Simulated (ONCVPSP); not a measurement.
**Transferability test, ONCV potential for chlorine**

chlorine (Cl), optimised norm-conserving Vanderbilt (ONCV), made with ONCVPSP 4.0.1 (PBEsol, scalar-relativistic). Core [Ne], reference 3s2 3p4 (charge +1). Waves: 3s: rc 1.35 bohr, ncon 4, nbas 7, qcut 5.5 1/bohr, 1 projector; 3p: rc 1.25 bohr, ncon 4, nbas 8, qcut 7.9 1/bohr, 2 projectors, debl 2.6 Ha. Local part: polynomial inside 1.00 bohr (lpopt 5, dvloc0 2 Ha). Core correction: polynomial model core, fcfact 0.45.

Energies are relative to the spin-unpolarised reference configuration 3s2 3p4; without spin polarisation the order of configurations can differ from experiment.

| valence configuration | charge | ΔE all-electron (eV) | error AE − PS (meV) |
| --- | --- | --- | --- |
| 3s2 3p3 | +2 | 25.398 | +6.9 |
| 3s2 3p2 | +3 | 63.653 | +50 |

Q: What are ΔE and the potential's error for 3s2 3p4.5?

A: ΔE = -8.271 eV all-electron; the error (AE − PS) is +1.6 meV.

Q: What are ΔE and the potential's error for 3s2 3p5?

A: ΔE = -13.836 eV all-electron; the error (AE − PS) is +4.0 meV.
